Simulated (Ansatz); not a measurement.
`[GeH3][GeH2][GeH2][GeH2][GeH2][GeH3]` + `CN[SiH3]` → `C[N]([SiH3])[GeH3]` + `[GeH3][GeH2][GeH2][GeH2][GeH3]`  (cleavage of the Ge–Ge bond)

Gas-phase electronic energies from Ansatz, PBE0-D4/def2-TZVP geometries. CCSD(T)/CBS adds triple-zeta CCSD(T) − MP2 to the extrapolated MP2 energy (def2 sets, frozen cores). Functionals use def2-TZVPP. For Ge outer-core shells are correlated without core-valence functions, which leaves a few kJ/mol of doubt a bond. Scalar relativity is left out up to krypton. One conformer a species, not always the lowest.

```json
{"level": "LDA (SPW92)", "ΔE (kcal/mol)": "9.7"}
{"level": "PBE-D4", "ΔE (kcal/mol)": "10.3"}
{"level": "CCSD(T)/def2-SVP", "ΔE (kcal/mol)": "5.1"}
{"level": "SCS-MP2/def2-TZVPP", "ΔE (kcal/mol)": "5.8"}
```

Problem. What does CCSD(T)/CBS give? (Estimate.)

Solution. The calculation gave: +7.7 kcal/mol. The listed levels differ from it by 2.0, 2.6, -2.6, -1.9 kcal/mol.

Largest T1 diagnostic among the species: 0.012.

Leaving LDA and LC-ωPBE aside and taking each functional with its dispersion term where it has one, the values, not all of them listed here, spread over 4.1 kcal/mol, from B97M-V to PBE-D4. In def2-TZVPP, CCSD(T) changes the Hartree–Fock value by +2.4 kcal/mol (the triples alone add +0.1 kcal/mol) and MP2 by +2.2 kcal/mol.
